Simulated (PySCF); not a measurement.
## Correlation energy of Cl (chlorine, neutral)

[Ne] 3s2 3p5, 2P determinant. Calculation: PySCF 2.14, in cc-pV(T+d)Z; the non-relativistic Hamiltonian (point nucleus). Frozen: [Ne]; 7 electrons correlated.

MP2 pair energies summed by pair of shells (mhartree):

```
 pair  energy  share (%)
3p-3p  -97.76       61.7
3s-3p  -51.46       32.5
3s-3s   -9.32        5.9
```

Total MP2 correlation energy: -158.54 mhartree.

Same-spin part -36.68 and opposite-spin part -121.86 mhartree; SCS-MP2 scales them by 1/3 and 6/5 to -158.46 mhartree.

| level | correlation energy (mhartree) |
| --- | --- |
| CCSD | -182.22 |
| (T) | -5.78 |
| CCSD(T) | -188.00 |

Diagnostics: T1 = 0.0073, D1 = 0.0240, largest double amplitude 0.053.

Cost of the coupled-cluster step: 1.1 s of wall time on 1 thread of Neoverse-N1 (shared host), for 7 correlated electrons.

Iterations:

```
CC2 = 0
CCSD nocc = (np.int64(4), np.int64(3)), nmo = (34, 34)
frozen orbitals [[0, 1, 2, 3, 4], [0, 1, 2, 3, 4]]
max_cycle = 100
direct = 0
conv_tol = 1e-08
conv_tol_normt = 1e-06
diis_space = 8
diis_start_cycle = 0
Init t2, MP2 energy = -0.158543373919708
Init E_corr(UCCSD) = -0.158543373922566
cycle = 1  E_corr(UCCSD) = -0.17677617110294  dE = -0.0182327972  norm(t1,t2) = 0.039771
cycle = 2  E_corr(UCCSD) = -0.180594594927591  dE = -0.00381842382  norm(t1,t2) = 0.0127153
cycle = 3  E_corr(UCCSD) = -0.182281582972214  dE = -0.00168698804  norm(t1,t2) = 0.0051794
cycle = 4  E_corr(UCCSD) = -0.182216341331328  dE = 6.52416409e-05  norm(t1,t2) = 0.000684842
cycle = 5  E_corr(UCCSD) = -0.182216990904615  dE = -6.49573287e-07  norm(t1,t2) = 0.000106865
cycle = 6  E_corr(UCCSD) = -0.182217676971373  dE = -6.86066757e-07  norm(t1,t2) = 2.58586e-05
cycle = 7  E_corr(UCCSD) = -0.182217646861768  dE = 3.01096044e-08  norm(t1,t2) = 7.38708e-06
cycle = 8  E_corr(UCCSD) = -0.18221763601597  dE = 1.08457988e-08  norm(t1,t2) = 2.00609e-06
cycle = 9  E_corr(UCCSD) = -0.182217632241384  dE = 3.77458576e-09  norm(t1,t2) = 4.02473e-07
UCCSD converged
E(UCCSD) = -459.6677763786404  E_corr = -0.1822176322413838
UCCSD(T) correction = -0.00578285835113868
```
